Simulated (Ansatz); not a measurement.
Geometry optimisation, Ansatz 0.2.0, RKS PBE-D4/6-31G.

Input:

```yaml
crystal:
  periodic: [false, false, false]
  atoms:
    - { symbol: C, position_ang: [-1.3432, 0.4234, 0.19] }
    - { symbol: "N", position_ang: [-0.0779, 0.3623, -0.4348] }
    - { symbol: C, position_ang: [0.9295, 0.5388, 0.5949] }
    - { symbol: O, position_ang: [1.4174, -0.8622, 0.5631] }
    - { symbol: Si, position_ang: [0.6477, -1.0862, -0.9384] }
    - { symbol: H, position_ang: [-1.53, -0.1907, 1.0314] }
    - { symbol: H, position_ang: [-1.5437, 1.4956, 0.5271] }
    - { symbol: H, position_ang: [-2.1339, 0.2585, -0.5638] }
    - { symbol: H, position_ang: [0.6269, 0.8485, 1.6533] }
    - { symbol: H, position_ang: [1.7997, 1.199, 0.3538] }
    - { symbol: H, position_ang: [-0.3414, -2.188, -0.936] }
    - { symbol: H, position_ang: [1.6258, -0.8542, -2.0064] }
basis:
  gaussian: { orbitals: "6-31G" }
hamiltonian:
  xc: pbe
  dispersion: d4
relax:
  f_tol: 0.02
  max_steps: 40
scf:
  lower_state_search: "off"
output:
  orbitals: {}
```

Launched with:

```bash
$ ansatz run input.yaml --threads 1 --pin off --max-ram 2048MiB --backend cpu --events-out ev --progress --plain --runs-dir out
```

Task: Where does it end, and by what steps?

Result: The forces met the threshold. The force dipped under the threshold on the way, but the program's further checks kept it going. Limits of this set-up: no polarisation functions. After 13 steps the energy has fallen by 1.210 eV; H9 moved furthest, 0.73 Å.

| step | energy less start (eV) | largest force component (eV/Å) | accepted |
| --- | --- | --- | --- |
| 0 | 0.0000 | 3.613 | yes |
| 1 | -0.9007 | 1.575 | yes |
| 2 | -1.0923 | 0.584 | yes |
| 3 | -1.1370 | 0.405 | yes |
| 4 | -1.1781 | 0.652 | yes |
| 5 | -1.1994 | 0.271 | yes |
| 6 | -1.2073 | 0.090 | yes |
| 7 | -1.2094 | 0.043 | yes |
| 8 | -1.2096 | 0.041 | yes |
| 9 | -1.2098 | 0.025 | yes |
| 10 | -1.2100 | 0.020 | yes |
| 11 | -1.2102 | 0.013 | yes |
| 12 | -1.2095 | 0.093 | no |
| 13 | -1.2102 | 0.010 | yes |

```xyz
12
Properties=species:S:1:pos:R:3
C -1.476 0.670 0.124
N -0.144 0.143 -0.081
C 1.006 0.403 0.810
O 1.967 -0.597 0.234
Si 0.722 -1.160 -0.952
H -1.900 0.387 1.113
H -1.498 1.776 0.050
H -2.151 0.277 -0.653
H 0.801 0.172 1.875
H 1.431 1.420 0.716
H 0.226 -2.594 -0.790
H 1.092 -0.952 -2.413
```

The run took 37 s on 1 thread of Arm Neoverse V2 (shared host), peak memory 0.15 GiB.
